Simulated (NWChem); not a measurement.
System: CaH2SO; SMILES [OH][Ca][SH]

NWChem input:

```
start job
memory heap 200 mb stack 900 mb global 1100 mb
geometry units angstroms noautosym nocenter noautoz
  Ca     0.461061    -0.457799     0.338666
  O      0.295075    -2.399679    -0.025915
  H      0.149208    -3.319606    -0.248122
  S     -0.167231     2.075871     0.192122
  H     -1.231551     1.885944    -0.620795
end
basis spherical
  Ca library pcsseg-1
  O library pcsseg-1
  H library pcsseg-1
  S library pcsseg-1
end
dft
  xc bhlyp
  iterations 150
end
property
  shielding
end
task dft property
```

Coordinates come from a PBE0/def2-SVP optimisation.

GIAO values for the isolated, static molecule; σ is the absolute isotropic shielding, δ = σ(reference) − σ with the isolated reference molecule computed at the same levels (1H: tetramethylsilane, 17O: water).

Atoms are numbered as in the input.

Task: What results follow from this input? (BHandHLYP/pcSseg-1, GIAO.) Quantities: σ Ca1 (ppm); δ O2 (ppm); δ H3 (ppm); σ S4 (ppm); δ H5 (ppm).

Result: 
```
Quantity      Value
-----------  ------
σ Ca1 (ppm)  1055.9
δ O2 (ppm)     90.3
δ H3 (ppm)    -0.57
σ S4 (ppm)    749.2
δ H5 (ppm)    -0.99
```
